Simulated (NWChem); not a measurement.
Species: C4H5NS; SMILES Nc1ccsc1

```xyz
11

N      0.2547    -2.3921    -0.0932
C      0.0748    -1.0003    -0.0097
C     -1.2298    -0.3962    -0.0159
C     -1.1865     0.9680    -0.0008
S      0.4414     1.5606     0.0097
C      1.0760    -0.0602     0.0127
H     -0.4402    -2.9153     0.4289
H      1.1838    -2.6933     0.1794
H     -2.1510    -0.9698    -0.0440
H     -2.0181     1.6595    -0.0018
H      2.1450    -0.2254     0.0167
```
Atoms are numbered in this order, from 1.

Results from NWChem. Pople sets run with spherical d functions. All runs use the structure optimised with B3LYP/6-31G* (spherical d). B3LYP is NWChem's, with the RPA form of VWN correlation. Level: B3LYP/6-31G* with SMD (1 M gas to 1 M solution), gas-phase geometry.

Problem. Estimate the computed values for solvent toluene. Quantities: solvation free energy (kcal/mol); cavity-dispersion-structure term (kcal/mol); dipole in solution (D).

Solution. 
| Item | Value |
|---|---|
| solvation free energy (kcal/mol) | -5.6 |
| cavity-dispersion-structure term (kcal/mol) | -1.1 |
| dipole in solution (D) | 2.28 |
